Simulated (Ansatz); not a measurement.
Compare A (`BC1OC1=C`) with its isomer B (`OCB1C=C1`).

Isolated molecules relaxed with PBE0-D4/def2-TZVP in Ansatz; ΔE leaves out vibrations. CCSD(T)/CBS adds triple-zeta CCSD(T) − MP2 to the extrapolated MP2 energy (def2 sets, frozen cores). Functionals use def2-TZVPP. One conformer a species, not always the lowest.

A:

Z-matrix (Å, degrees):
```
C
O 1 1.495
C 1 1.456 2 53.3
B 1 1.531 2 117.7 3 99.7
H 1 1.087 2 111.9 3 -106.0
C 3 1.315 1 153.4 2 179.0
H 4 1.195 1 118.9 2 -178.4
H 4 1.192 1 119.7 2 -2.1
H 6 1.082 3 120.6 1 178.9
H 6 1.080 3 119.9 1 -0.0
```

B:

```xyz
10

O    -0.5158   -2.1369    0.1537
C    -1.0025   -0.8129    0.3253
B    -0.0112    0.3231   -0.0418
C     1.3245    0.8023   -0.4414
C     0.3750    1.7289   -0.2286
H     0.4424   -2.0991    0.1462
H    -1.9105   -0.7111   -0.2813
H    -1.3350   -0.6609    1.3650
H     2.3651    0.7621   -0.7338
H     0.2681    2.8044   -0.2635
```

Problem. Which isomer does CCSD(T)/CBS put lower? Give the gap. (Estimate.)

Solution. Computed: B, by 25.0 kcal/mol.

Problem. Give E(B) − E(A) in kcal/mol with r2SCAN-D4, CCSD/def2-TZVPP, LDA (SPW92), CCSD(T)/def2-SVP, ωB97M-V, MP2/def2-TZVPP, BLYP-D4. (Estimate.)

Solution. Ansatz gave: r2SCAN-D4 -21.9, CCSD/def2-TZVPP -25.1, LDA (SPW92) -22.4, CCSD(T)/def2-SVP -22.9, ωB97M-V -25.5, MP2/def2-TZVPP -24.9, BLYP-D4 -18.9. None reverses the order clearly.

Problem. Does the order hold for the free energy at 298.15 K (harmonic terms from PBE0-D4)? (Estimate.)

Solution. Computed: Yes: G(B) − G(A) = -23.6 kcal/mol, for one conformer each.

Largest T1 diagnostic: 0.014.

Leaving LDA and LC-ωPBE aside and taking each functional with its dispersion term where it has one, the values, not all of them listed here, spread over 7.1 kcal/mol, from PBE-QIDH to BLYP-D4. LDA lies −1.7 kcal/mol from PBE without D4. In def2-TZVPP, CCSD(T) changes the Hartree–Fock value by +3.5 kcal/mol (the triples alone add +1.2 kcal/mol) and MP2 by +2.4 kcal/mol.
